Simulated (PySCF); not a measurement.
# C2H10Si2

The system: C2H10Si2, a small molecule (built as: C site whose three back bonds go to SiH3, H, H); neutral, singlet. The structure, one conformer, was relaxed in the gas phase by PBE0-D3(BJ)/def2-SVP. No frequency run checks that it is a minimum.

SMILES: C[SiH2]C[SiH3]

Coordinates in Å:
```
C1     -0.950   -0.691   -0.450
Si2    -1.774    0.221    0.972
Si3     0.932   -0.789   -0.382
C4      1.710    0.922   -0.378
H5     -1.247   -0.207   -1.397
H6     -1.352   -1.719   -0.481
H7     -1.375    1.663    0.976
H8     -1.367   -0.376    2.282
H9     -3.265    0.153    0.866
H10     1.335   -1.532    0.855
H11     1.431   -1.567   -1.561
H12     1.398    1.498    0.507
H13     1.411    1.489   -1.274
H14     2.808    0.853   -0.370
```

Shieldings: GIAO PBE0/pcSseg-2. Shifts are against computed references at the same level: C TMS (σ 184.1 ppm), H TMS (σ 31.24 ppm), Si TMS (σ 341.3 ppm). Core levels by delta-SCF with SCAN, pcX-2 on the ionised atom and pcseg-1 elsewhere, spin-free X2C (2p3/2 is the spin-free 2p value less a third of a first-order spin-orbit splitting); from the vacuum level, for chosen atoms.

Question: Give the shieldings and core levels atom by atom.

Answer: 
| atoms | bonded to | σ (ppm) | δ (ppm) | core level (eV) |
| --- | --- | --- | --- | --- |
| C1 | 2 Si + 2 H | 195.6 | -11.5 | 1s 289.86 |
| Si2 | 1 C + 3 H | 410.6 | -69.3 | 2p3/2 106.62 |
| Si3 | 2 C + 2 H | 378.2 | -37.0 | 2p3/2 106.38 |
| C4 | 1 Si + 3 H | 190.6 | -6.4 | 1s 290.20 |
| H5 | 1 C | 31.36 | -0.12 | - |
| H6 | 1 C | 31.27 | -0.02 | - |
| H7 H8 H9 | 1 Si | 27.24 | 4.00 | - |
| H10 | 1 Si | 27.03 | 4.22 | - |
| H11 | 1 Si | 26.85 | 4.40 | - |
| H12 H13 H14 | 1 C | 31.03 | 0.21 | - |

Values are those of this one static structure, with the three H of a rotating XH3 group averaged; atoms that internal rotation interchanges would show their mean in an NMR spectrum.

Question: By CAM-B3LYP/def2-SVPD (TDDFT singlets, Tamm-Dancoff triplets, ionisation by delta-SCF), where does absorption start, and what does vertical ionisation take?

Answer: The lowest singlet lies at 8.01 eV (f 0.011), the strongest of the first 6 at 8.37 eV (f 0.120), the lowest triplet at 7.63 eV; vertical ionisation takes 10.68 eV.
